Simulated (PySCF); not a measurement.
Broadened absorption spectrum of C5H15NSi2

Species: C₅H₁₅NSi₂.
SMILES: `CN[Si@@H]1CC[C@@H](C)[SiH2]1`

Method: PySCF 2.14.0, density-fitted response routines, TDDFT CAM-B3LYP/def2-SVPD, vertical, gas phase, core orbitals frozen in the response. Geometry: PBE0-D3(BJ)/def2-SVP, one conformer, isolated molecule.

Computed states:

```csv
state,E (eV),f
S1,5.65,0.0012
S2,6.20,0.010
S3,6.36,0.021
S4,6.77,0.027
S5,6.83,0.027
S6,6.98,0.060
S7,7.16,0.144
S8,7.25,0.026
S9,7.51,0.043
S10,7.56,0.018
```

Broadening: Gaussians 0.3 eV wide at half height, area fixed by f = 4.319×10⁻⁹ ∫ε dν̃. The width is an assumption, not a result. The curve ends short of the highest state used, and states not computed would add to its high-energy end.

(1) What does the envelope look like, and where are its maxima?

(2) On this curve, what absorbance would a 10⁻⁴ mol/L sample give at 222 nm over a 1 cm path?

(3) Coming from long wavelengths, where does ε first pass 100 L mol⁻¹ cm⁻¹?

Results:

(1) 
| E (eV) | ε (L mol⁻¹ cm⁻¹) |
| --- | --- |
| 5.20 | 0 |
| 5.27 | 1 |
| 5.35 | 8 |
| 5.43 | 27 |
| 5.50 | 58 |
| 5.58 | 98 |
| 5.66 | 111 |
| 5.73 | 90 |
| 5.81 | 56 |
| 5.89 | 64 |
| 5.96 | 167 |
| 6.04 | 483 |
| 6.12 | 1057 |
| 6.19 | 1681 |
| 6.27 | 2269 |
| 6.35 | 2377 |
| 6.42 | 2000 |
| 6.50 | 1486 |
| 6.58 | 1710 |
| 6.65 | 2901 |
| 6.73 | 5063 |
| 6.81 | 7290 |
| 6.88 | 9092 |
| 6.96 | 11521 |

Maxima: 220 nm (5.65 eV), ε about 110, made up of S1 (100%); 196 nm (6.32 eV), ε about 2400, made up of S2 (25%) and S3 (75%) (ε in L mol⁻¹ cm⁻¹; maxima over ε = 5, shares over 10%). At its high-energy end, 6.96 eV, the curve is still rising (ε about 12000, from S5, S6 and S7).

(2) 222 nm is 5.585 eV, where ε is about 100 L mol⁻¹ cm⁻¹, so A = ε c l ≈ 0.01 (Beer–Lambert, with the gas-phase spectrum and the assumed width).

(3) At about 222 nm (5.59 eV), 0.06 eV below S1.

All these states lie below the vertical ionisation energy of 8.47 eV (ΔSCF).

Without π bonds the low states are Rydberg-like; a valence basis with one diffuse set may place them up to an eV too high.
